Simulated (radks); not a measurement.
All-electron atom: Ni in [Ar] 3d7 4s1 4p2 (not the ground configuration). Method: non-relativistic Kohn-Sham, PBE, spin-polarised, spherical densities, point nucleus; open shells are filled with parallel spins first; computed with a radial shooting solver on a logarithmic mesh with Libxc functionals.

X-ray form factor f0, the Fourier transform of the density (f0(0) = 28):

| sin(theta)/lambda (1/angstrom) | f0 (electrons) |
|---|---|
| 0.05 | 27.218 |
| 0.1 | 25.432 |
| 0.15 | 23.468 |
| 0.2 | 21.650 |
| 0.25 | 19.980 |
| 0.3 | 18.405 |
| 0.4 | 15.480 |
| 0.5 | 12.953 |
| 0.6 | 10.929 |
| 0.8 | 8.299 |
| 1 | 6.915 |
| 1.25 | 5.899 |
| 1.5 | 5.082 |
| 2 | 3.596 |
